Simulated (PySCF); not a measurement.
How methods differ on the ionisation energy of Dy⁺

Dy⁺ [Xe] 4f10 6s1 [4f5/2^6 4f7/2^4 6s1/2^1, M_J = 17/2] → Dy²⁺ [Xe] 4f10 [4f5/2^6 4f7/2^4, M_J = 8], as a difference of total energies. Calculation: PySCF 2.14, in x2c-TZVPall-2c; the two-component X2C-1e Hamiltonian. Correlated levels: [Ar] 3d10 frozen; the 18 highest virtual spinors dropped. "Screened" scales the spin-orbit matrix elements by Boettger's factors to mimic the two-electron term; Breit and QED terms are absent.

```tsv
method	ionisation energy (eV)	difference from reference (eV)
GHF (spin-free)	10.807	-0.840
GMP2 (spin-free)	11.649	+0.002
GHF (screened spin-orbit)	10.809	-0.838
GMP2 (screened spin-orbit)	11.649	+0.002
```

Reference: 11.647 ± 0.02 eV (semi-empirical (NIST evaluation); NIST Atomic Spectra Database, ionization energies).

The spin-free rows relax to the high-spin LS determinant and lack the spin-orbit shift.

The labels give the starting determinants; with spin-orbit coupling the two ends relaxed to ⟨J²⟩ = 80.76, ⟨L²⟩ = 42.73, ⟨S²⟩ = 8.61 and ⟨J²⟩ = 72.01, ⟨L²⟩ = 42.74, ⟨S²⟩ = 5.90.
